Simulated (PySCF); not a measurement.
Radial density of Pb⁶¹⁺ (lead, charge +61)

UHF, [Ar] 3d3, high-spin 4F determinant. All numbers are calculated (PySCF 2.14, scalar relativity by spin-free X2C-1e, in an uncontracted even-tempered set (17 s from 17 bohr⁻², ratio 2.5; 13 p from 22 bohr⁻², ratio 2.5; 7 d from 22 bohr⁻², ratio 2.5; 4 f from 79 bohr⁻², ratio 2.7; 3 g from 120 bohr⁻², ratio 2.7)).

| r (bohr) | 4πr²ρ (e/bohr) | 4πr²(ρα − ρβ) |
| --- | --- | --- |
| 0.0131 | 112.8 | 0.0087 |
| 0.0220 | 100.1 | 0.1388 |
| 0.0369 | 134.9 | 1.3229 |
| 0.0621 | 124.7 | 7.7117 |
| 0.104 | 73.27 | 20.6470 |
| 0.176 | 72.03 | 15.2370 |
| 0.296 | 7.054 | 1.2744 |
| 0.497 | 0.02718 | 0.0059 |

Densities and radii are taken from the X2C orbitals without a picture-change correction, which distorts them close to the nucleus.

Spin-orbit coupling is strong in this species (close to jj coupling), so the high-spin LS determinant is a model state, not a physical level.
